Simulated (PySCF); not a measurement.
# Static response to an electric field

Species: C2H7F3Si2.
SMILES with atom numbers: `[CH3:1][SiH2:2][SiH2:3][C:4]([F:5])([F:6])[F:7]` (hydrogens: H8, H9, H10 on C1; H11, H12 on Si2; H13, H14 on Si3)

Structure used (GFN2-xTB), in Å, numbered top down from 1:
```xyz
14
C2H7F3Si2 angstrom
C      2.027    0.091    0.641
Si     1.047   -0.720   -0.771
Si    -0.995    0.356   -1.042
C     -1.929    0.201    0.664
F     -3.156    0.755    0.665
F     -2.100   -1.088    1.038
F     -1.255    0.787    1.681
H      2.209    1.144    0.443
H      2.992   -0.389    0.782
H      1.486    0.026    1.582
H      0.877   -2.152   -0.490
H      1.808   -0.604   -2.025
H     -1.987   -0.217   -1.955
H     -1.024    1.809   -1.236
```

Level: PBE0/def2-SVPD (PySCF), static field, nuclei fixed, core orbitals frozen in the response. The polarisability tensor in these axes (au):

```
x   94.88 -5.37  2.18
y   -5.37 76.94  1.41
z    2.18  1.41 81.33
```

Diagonalise the tensor; give its mean and Δα, where Δα² is half the sum of the squared differences of the eigenvalues.

Principal values 74.86, 81.73 and 96.56 au; mean 84.38 au = 12.50 Å³ = 13.91 × 10⁻⁴⁰ C²·m²/J; Δα = 19.20 au (23 % of the mean).

What is the dipole moment, and where does it point?

(2.33, 0.14, -1.62) D, 2.85 D in size, pointing from the negative to the positive side. Measured along this direction, the outermost atoms are F5 at the negative end and H12 at the positive end.

What molar refraction does this α imply?

Lorentz–Lorenz: R = (4π/3)N_A α = 2.5225 cm³/(mol·Å³) × 12.50 Å³ = 31.5 cm³/mol, in the limit of long wavelengths.

What are the principal values of the traceless quadrupole moment, Θ = ½Σq(3rr − r²1), about the centre of nuclear charge?

-3.75, -0.02, 3.78 D·Å. The values depend on the origin, since the dipole doesn't vanish. The electronic extent ⟨r²⟩ about the same centre is 1305 bohr², a root-mean-square distance of 2.22 Å for the 74 electrons.

Orientational against electronic polarisability at 250 K (dilute gas, rigid molecules)?

In Gaussian units μ²/3kT = 78.35 Å³ against 12.50 Å³, a ratio of 6.27; the Debye molar polarisation (4π/3)N_A(α + μ²/3kT) is 229.2 cm³/mol, leaving out the vibrational part.

In TDDFT the mean static polarisability is Σ f/ω² over all singlet excitations (ω in hartree). How much of it do the 8 lowest give? Their energies (eV) and oscillator strengths: 7.17, 0.0470; 7.29, 0.0213; 7.74, 0.0204; 7.86, 0.0088; 8.01, 0.1014; 8.13, 0.0319; 8.17, 0.0375; 8.29, 0.0518.

They add up to 3.83 au, 4.5 % of the 84.38 au; the largest single term is 1.17 au, from the state at 8.01 eV. Terms in order: 0.68, 0.30, 0.25, 0.11, 1.17, 0.36, 0.42, 0.56 au. Higher excitations give the rest. The strengths listed sum to 0.320.

The structure is a single GFN2-xTB conformer in the gas phase; no vibrational or solvent corrections.
